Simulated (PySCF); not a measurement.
**How the method moves the HOMO and LUMO of `C#CC/C=N/[SiH3]`**

Species: C₄H₇NSi.
Cartesian coordinates in Å at the PBE0-D3(BJ)/def2-SVP level; atoms count from 1:
```
atom  x, y, z in Å
C1    -2.1942    1.5358    0.6898
C2    -1.7460    0.4165    0.5931
C3    -1.2257   -0.9349    0.4752
C4     0.2766   -1.0526    0.3928
N5     1.0635   -0.0683    0.4137
Si6    2.8087   -0.1650    0.3166
H7    -2.5836    2.5330    0.7762
H8    -1.5645   -1.5534    1.3274
H9    -1.6493   -1.4318   -0.4181
H10    0.6189   -2.1104    0.3094
H11    3.3814    0.4532    1.5464
H12    3.2547    0.6090   -0.8770
H13    3.2989   -1.5817    0.2007
```

Basis pcSseg-1 throughout (PySCF), one geometry. Geometry: PBE0-D3(BJ)/def2-SVP, one conformer, isolated molecule.

Q: How do the orbital energies, the gap and the dipole change with the method?

A: 
```json
{"method": "BLYP", "kind": "GGA", "HOMO (eV)": "-5.71", "LUMO (eV)": "-1.64", "gap (eV)": "4.07", "μ (D)": "1.72", "SCF cycles": "15"}
{"method": "OPBE", "kind": "GGA", "HOMO (eV)": "-5.81", "LUMO (eV)": "-1.73", "gap (eV)": "4.08", "μ (D)": "1.77", "SCF cycles": "16"}
{"method": "PBE", "kind": "GGA", "HOMO (eV)": "-5.84", "LUMO (eV)": "-1.81", "gap (eV)": "4.03", "μ (D)": "1.73", "SCF cycles": "16"}
{"method": "B97-D", "kind": "GGA", "HOMO (eV)": "-5.85", "LUMO (eV)": "-1.70", "gap (eV)": "4.14", "μ (D)": "1.75", "SCF cycles": "16"}
{"method": "LDA", "kind": "LDA", "HOMO (eV)": "-5.94", "LUMO (eV)": "-2.02", "gap (eV)": "3.92", "μ (D)": "1.77", "SCF cycles": "15"}
{"method": "BP86", "kind": "GGA", "HOMO (eV)": "-5.95", "LUMO (eV)": "-1.90", "gap (eV)": "4.05", "μ (D)": "1.76", "SCF cycles": "15"}
{"method": "KT3", "kind": "GGA", "HOMO (eV)": "-5.99", "LUMO (eV)": "-1.73", "gap (eV)": "4.26", "μ (D)": "1.67", "SCF cycles": "16"}
{"method": "KT2", "kind": "GGA", "HOMO (eV)": "-5.99", "LUMO (eV)": "-1.75", "gap (eV)": "4.24", "μ (D)": "1.66", "SCF cycles": "16"}
{"method": "B97-2", "kind": "global hybrid", "HOMO (eV)": "-6.98", "LUMO (eV)": "-0.77", "gap (eV)": "6.21", "μ (D)": "1.84", "SCF cycles": "14"}
{"method": "B3LYP", "kind": "global hybrid", "HOMO (eV)": "-7.00", "LUMO (eV)": "-0.92", "gap (eV)": "6.08", "μ (D)": "1.82", "SCF cycles": "14"}
{"method": "PBE0", "kind": "global hybrid", "HOMO (eV)": "-7.25", "LUMO (eV)": "-0.70", "gap (eV)": "6.54", "μ (D)": "1.86", "SCF cycles": "14"}
{"method": "mPW1PW91", "kind": "global hybrid", "HOMO (eV)": "-7.28", "LUMO (eV)": "-0.72", "gap (eV)": "6.56", "μ (D)": "1.87", "SCF cycles": "14"}
{"method": "BHandHLYP", "kind": "global hybrid", "HOMO (eV)": "-8.57", "LUMO (eV)": "0.57", "gap (eV)": "9.14", "μ (D)": "1.94", "SCF cycles": "13"}
{"method": "CAM-B3LYP", "kind": "range-separated hybrid", "HOMO (eV)": "-8.63", "LUMO (eV)": "0.55", "gap (eV)": "9.18", "μ (D)": "1.89", "SCF cycles": "13"}
{"method": "wB97X-D", "kind": "range-separated hybrid", "HOMO (eV)": "-9.14", "LUMO (eV)": "1.15", "gap (eV)": "10.29", "μ (D)": "1.91", "SCF cycles": "14"}
{"method": "LC-wPBE", "kind": "range-separated hybrid", "HOMO (eV)": "-9.98", "LUMO (eV)": "1.72", "gap (eV)": "11.69", "μ (D)": "1.97", "SCF cycles": "13"}
{"method": "HF", "kind": "Hartree–Fock", "HOMO (eV)": "-10.46", "LUMO (eV)": "3.53", "gap (eV)": "13.99", "μ (D)": "2.14", "SCF cycles": "11"}
```

The HOMO spans 4.75 eV, from BLYP down to HF, and the gap runs from 3.92 eV (LDA) to 13.99 eV (HF). Over the methods BLYP (0 %), OPBE (0 %), PBE (0 %), B97-D (0 %), LDA (0 %), BP86 (0 %), KT3 (0 %), KT2 (0 %), B97-2 (21 %), B3LYP (20 %), PBE0 (25 %), mPW1PW91 (25 %), BHandHLYP (50 %), HF (100 %), a straight line through the gap against the share of exact exchange rises by 0.99 eV for each 10 % (correlation coefficient 1.000). The dipole ranges from 1.66 D (KT2) to 2.14 D (HF). This basis has no diffuse functions.
